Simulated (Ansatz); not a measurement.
The first iterations of a band of FGeH3 (5 atoms, charge 0, multiplicity 1).

All numbers below come from RKS CAM-B3LYP/def2-SVP in Ansatz.

```
movable images  : 8
climbing image  : no
spring          : 5.0 eV/Å²
optimiser       : quadratic models (default)
start path      : through a guess of the saddle point
force threshold : 0.05 eV/Å
iteration limit : 60
end points      : relaxed
```

Initial state:

```xyz
5
Properties=species:S:1:pos:R:3
Ge 0.182 0.000 0.211
H 0.195 0.000 1.743
F 1.845 0.000 -0.301
H -0.453 1.271 -0.361
H -0.453 -1.271 -0.361
```

Final state:

```xyz
5
Properties=species:S:1:pos:R:3
Ge -0.754 0.000 0.241
H 1.534 0.000 1.636
F 1.519 0.000 0.705
H -0.491 1.144 -0.826
H -0.491 -1.144 -0.826
```

| iteration | highest image above the first end (eV) | largest band force component (eV/Å) |
| --- | --- | --- |
| 1 | 3.772 | 4.085 |
| 2 | 2.884 | 1.453 |

Does the band converge within its limit, and where does its top end?

The forces met the threshold. It ended after 6 iterations with the highest image 2.782 eV above the first end. No image climbed, so the highest image needn't sit at the top of the path. The orbitals stay closed-shell, which can raise the energy where a bond breaks towards radicals; this wasn't checked here.

The run took 57 s on 2 threads of Arm Neoverse V1, on a shared host, peak memory 0.12 GiB.
